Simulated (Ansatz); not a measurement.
Compare A (`CO[Si](F)(F)F`) with its isomer B (`OC(F)[SiH](F)F`).

Gas-phase electronic energies from Ansatz, PBE0-D4/def2-TZVP geometries. CBS: MP2 limit from def2 TZ/QZ plus the TZ coupled-cluster correction, frozen cores. Functionals use def2-TZVPP. B3LYP here is the variant with VWN-RPA as its local correlation; programs differ in this. One conformer a species, not always the lowest.

A:

Z-matrix (Å, degrees):
```
C
O 1 1.417
H 1 1.093 2 110.9
H 1 1.093 2 110.9 3 -121.7
H 1 1.089 2 107.6 3 119.1
Si 2 1.596 1 127.0 3 61.4
F 6 1.566 2 108.3 1 179.8
F 6 1.574 2 112.2 1 -60.3
F 6 1.574 2 112.2 1 59.8
```

B:

```xyz
9

O     0.384   -0.619    1.461
C    -0.298    0.241    0.631
F     0.028    1.565    0.928
Si    0.259   -0.111   -1.147
F    -0.264   -1.550   -1.554
F    -0.448    0.939   -2.099
H     0.007   -0.594    2.346
H    -1.386    0.171    0.763
H     1.718   -0.042   -1.328
```

**Question.** Which isomer does CCSD(T)/CBS put lower? Give the gap. (Estimate.)

**Answer.** The calculation gave: A, by 347.5 kJ/mol.

**Question.** Give E(B) − E(A) in kJ/mol with B3LYP, CCSD/def2-TZVPP, PBE0-D4, PBE-D4, B3LYP-D4, B2PLYP, r2SCAN-D4. (An estimate is asked.)

**Answer.** The calculation gave: B3LYP 332.7, CCSD/def2-TZVPP 349.4, PBE0-D4 324.9, PBE-D4 307.4, B3LYP-D4 333.3, B2PLYP 342.7, r2SCAN-D4 337.9. None reverses the order clearly.

Largest T1 diagnostic: 0.012.

From PBE to PBE0 (25 % exact exchange), in def2-TZVPP and without D4, E(B) − E(A) moves by +17.5 kJ/mol. In def2-TZVPP, CCSD(T) changes the Hartree–Fock value by −20.4 kJ/mol (the triples alone add −4.6 kJ/mol) and MP2 by −10.4 kJ/mol.
